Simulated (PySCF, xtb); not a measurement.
Zn(I)2 anion (I2Zn), SMILES [I][Zn][I] (connectivity only; charge and spin as stated), charge -1, multiplicity 2.

Harmonic wavenumbers (cm⁻¹) from GFN2-xTB (xtb) at its own minimum, in rising order: 36, 130, 139.

What does B3LYP-D3(BJ)/def2-SVPD (PySCF 2.14.0) give at its own minimum? (The exact figures need the calculation; the answer reports its results.)

41, 137, 170. Paired by order, the mean absolute difference is 15 cm⁻¹ and the zero-point energies are 0.4 and 0.5 kcal/mol.
